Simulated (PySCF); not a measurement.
# Bonding in `COCC[Si]([SiH3])([SiH3])CF`

Compound: C4H15FOSi3.
Atom-mapped SMILES: `[CH3:1][O:2][CH2:3][CH2:4][Si:5]([SiH3:6])([SiH3:7])[CH2:8][F:9]` (hydrogens: H10, H11, H12 on C1; H13, H14 on C3; H15, H16 on C4; H17, H18, H19 on Si6; H20, H21, H22 on Si7; H23, H24 on C8)

Geometry (GFN2-xTB, Å), atoms numbered from 1 in this order:
```xyz
24
C4H15FOSi3 angstrom
C      2.788   -0.724    1.154
O      1.623   -0.015    0.830
C      1.727    0.738   -0.359
C      0.390    1.408   -0.613
Si    -1.058    0.145   -0.461
Si    -0.877   -1.064    1.527
Si    -3.014    1.294   -1.018
C     -0.706   -1.080   -1.933
F     -1.788   -1.929   -2.091
H      3.058   -1.431    0.360
H      3.632   -0.043    1.318
H      2.577   -1.269    2.071
H      1.986    0.073   -1.199
H      2.538    1.478   -0.258
H      0.247    2.194    0.128
H      0.422    1.891   -1.589
H     -0.022   -2.253    1.457
H     -0.447   -0.243    2.659
H     -2.211   -1.573    1.891
H     -4.187    0.423   -0.967
H     -3.020    1.925   -2.345
H     -3.257    2.383   -0.065
H      0.157   -1.727   -1.757
H     -0.570   -0.582   -2.898
```

Bond orders from the PBE0/pcSseg-1 density (PySCF). Geometry: GFN2-xTB, one conformer, isolated molecule.

(1) How far do the computed orders between heavy atoms stray from the drawn ones?

(2) Set the Mayer orders of the bonds between heavy atoms beside their lengths.

Results:

(1) The largest departure is 0.156, at C8–F9 (drawn single, 0.844). Drawn single, order below 0.88: C4–Si5 (0.862) and C8–F9 (0.844).

(2) 
```csv
bond,drawn as,length (Å),Mayer order
C1–O2,single,1.401,0.916
O2–C3,single,1.411,0.900
C3–C4,single,1.517,1.059
C4–Si5,single,1.928,0.862
Si5–Si6,single,2.334,0.890
Si5–Si7,single,2.337,0.927
Si5–C8,single,1.946,0.901
C8–F9,single,1.384,0.844
```

Bonds between the same two heavy elements. C–O: all 2 within 0.02 of one another (0.900 to 0.916). C–Si: lowest C4–Si5 (0.862, 1.928 Å), highest Si5–C8 (0.901, 1.946 Å); in 1 of the 1 pairs the longer bond (by over 0.003 Å) has the higher order (by 0.02 or more). Si–Si: lowest Si5–Si6 (0.890, 2.334 Å), highest Si5–Si7 (0.927, 2.337 Å); in 1 of the 1 pairs the longer bond (by over 0.003 Å) has the higher order (by 0.02 or more).

And the bonds to hydrogen?

C–H: 0.94 to 0.97 (9 bonds); H–Si: 0.92 to 0.94 (6 bonds).

Sum the orders of all bonds at each heavy atom with more than one neighbour and set the sums beside the valence in the SMILES.

C1 3.807 (drawn 4), O2 1.816 (drawn 2), C3 3.846 (drawn 4), C4 3.802 (drawn 4), Si5 3.580 (drawn 4), Si6 3.681 (drawn 4), Si7 3.725 (drawn 4), C8 3.631 (drawn 4). Orders between atoms that aren't bonded are not in these sums.

The Mayer order sums products of elements of PS (density times overlap matrix) between the two atoms' basis functions, so it depends on the basis set.
